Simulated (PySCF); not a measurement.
## A ladder for the ionisation energy of Ti+

Ti+ [Ar] 3d2 4s1 (4F) → Ti(2+) [Ar] 3d2 (3F). Scalar values calculated with PySCF 2.14 in x2c-TZVPPall with one added diffuse shell each of s, p, d, f type (spin-free X2C; valence and next inner shell: [Ne] frozen; valence: [Ar] frozen). The spin-orbit shift comes from two-component X2C-1e calculations (generalised Hartree-Fock, GHF, and MP2 on its spinors, GMP2) in x2c-QZVPPall-2c: GMP2 gives 13.569 eV without and 13.568 eV with screened spin-orbit coupling, a shift of -0.002 eV (GHF: -0.002 eV). Sums use unrounded values; where a UHF row is shifted, it takes the GHF shift.

```csv
method,scalar (eV),plus spin-orbit shift (eV),error (eV)
UHF,12.941,12.939,-0.637
MP2 (valence and next inner shell),13.547,13.545,-0.030
SCS-MP2 (valence and next inner shell),13.379,13.378,-0.198
CCSD (valence and next inner shell),13.531,13.530,-0.046
CCSD(T) (valence and next inner shell),13.567,13.565,-0.010
LDA,14.192,14.190,0.615
PBE,13.999,13.997,0.421
PBE0,13.780,13.778,0.203
r2SCAN,13.826,13.824,0.249
wB97X,13.200,13.198,-0.378
TPSS,13.693,13.691,0.116
B97-3,13.517,13.516,-0.060
MN15,13.386,13.384,-0.191
MP2 (valence),13.116,13.114,-0.461
SCS-MP2 (valence),12.999,12.998,-0.578
CCSD (valence),13.168,13.166,-0.409
CCSD(T) (valence),13.170,13.169,-0.407
```

Reference: 13.575 eV (measured; NIST Atomic Spectra Database, ionization energies).

The errors of the correlated levels include the incompleteness of the basis and the frozen core, so a lower level can come closer by cancellation.
